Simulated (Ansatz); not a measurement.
CH2F3Si (`[CH2][Si](F)(F)F`) radical, relaxed with UKS PBE0-D4/def2-TZVP in the Gaussian-basis code of Ansatz from a PBE-D4/def2-SVP geometry. The force threshold is 0.005 eV/Å; the program also tests the step.

Total charge 0; spin multiplicity 2.

Start:

```xyz
7

C    -0.390   -0.097   -1.060
Si    0.232    0.064    0.650
F     0.667    1.589    0.973
F     1.534   -0.859    0.929
F    -0.887   -0.382    1.731
H    -0.052    0.569   -1.870
H    -1.104   -0.885   -1.352
```

Question: How much energy does the relaxation release, and in how many steps? (Estimate.)

Answer: Computed: 10.89 kJ/mol, in 5 steps, 1 of them rejected.

Question: Which bonds change most? (Best estimate.)

Answer: Ansatz gave: Si2–F4 from 1.620 to 1.578 Å; Si2–F5 from 1.618 to 1.577 Å; Si2–F3 from 1.618 to 1.577 Å; C1–H6 from 1.102 to 1.084 Å.

Question: Give the relaxed structure. (Best estimate.)

Answer: Ansatz gave: 
```xyz
7

C    -0.383   -0.098   -1.047
Si    0.234    0.062    0.648
F     0.654    1.550    0.960
F     1.502   -0.836    0.921
F    -0.861   -0.371    1.697
H    -0.056    0.560   -1.845
H    -1.090   -0.868   -1.334
```
